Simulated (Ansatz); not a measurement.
A nudged elastic band was laid between two geometries of CH5FSi2 (9 atoms, charge 0, multiplicity 1).

Method: Ansatz, RKS PBE0/def2-SVP.

```yaml
movable_images: 8
climbing_image: no
spring: 5.0 eV/Å²
optimiser: quadratic models (default)
start_path: IDPP
force_threshold: 0.03 eV/Å
iteration_limit: 34
end_points: relaxed
```

Initial state:

```xyz
9
Properties=species:S:1:pos:R:3
C 0.022 1.234 -0.967
Si 0.504 -0.351 -0.115
F 2.107 -0.535 -0.337
Si -0.479 -1.199 1.663
H 0.189 1.147 -2.053
H 0.636 2.071 -0.598
H -1.040 1.460 -0.790
H -0.002 -2.600 1.898
H -1.937 -1.227 1.300
```

Final state:

```xyz
9
Properties=species:S:1:pos:R:3
C -0.182 1.049 -1.152
Si 0.315 -0.489 -0.225
F 1.569 -1.141 -1.038
Si 0.111 -0.802 1.944
H 0.685 1.716 -1.282
H -0.972 1.587 -0.608
H -0.559 0.786 -2.153
H 0.358 -2.240 2.283
H -1.325 -0.466 2.231
```

Task: What changes between the two ends?

Result: No bond is made or broken. The dihedral H6–C1–Si2–Si4 goes from 95 to -25°. The two ends are copies of one structure, up to a mirror image or an exchange of like atoms.

Task: What energy profile does the band end with?

Result: The forces met the threshold. The highest image is number 4 of 0 to 9, 0.042 eV above the ends, which have the same energy within 2 meV. No image climbed, so the highest image needn't sit at the top of the path.

| image | path coordinate (Å) | energy (eV) | dihedral H6–C1–Si2–Si4 (°) |
| --- | --- | --- | --- |
| 0 | 0.00 | 0.000 | 95 |
| 1 | 0.36 | 0.006 | 82 |
| 2 | 0.73 | 0.019 | 68 |
| 3 | 1.09 | 0.033 | 55 |
| 4 | 1.45 | 0.042 | 41 |
| 5 | 1.82 | 0.041 | 28 |
| 6 | 2.18 | 0.031 | 15 |
| 7 | 2.54 | 0.017 | 1 |
| 8 | 2.90 | 0.005 | -12 |
| 9 | 3.27 | 0.000 | -25 |

Task: What is the geometry of the highest image?

Result: 
```xyz
9
Properties=species:S:1:pos:R:3:forces:R:3
C -0.103 1.122 -1.105 -0.01 0.00 0.00
Si 0.390 -0.435 -0.194 0.01 -0.01 -0.01
F 1.813 -0.919 -0.823 -0.01 0.01 0.01
Si -0.110 -0.948 1.890 0.00 0.00 0.02
H 0.548 1.261 -1.981 0.00 0.00 0.00
H -0.003 2.001 -0.449 0.01 0.01 0.00
H -1.149 1.068 -1.441 0.00 0.00 0.00
H 0.212 -2.391 2.136 0.00 0.00 -0.01
H -1.599 -0.759 1.968 -0.01 0.00 0.00
```

The run took 3.8 min on 1 thread of Intel(R) Xeon(R) Processor @ 2.50GHz (Skylake/Cascade Lake), with other jobs on the host, peak memory 0.18 GiB.
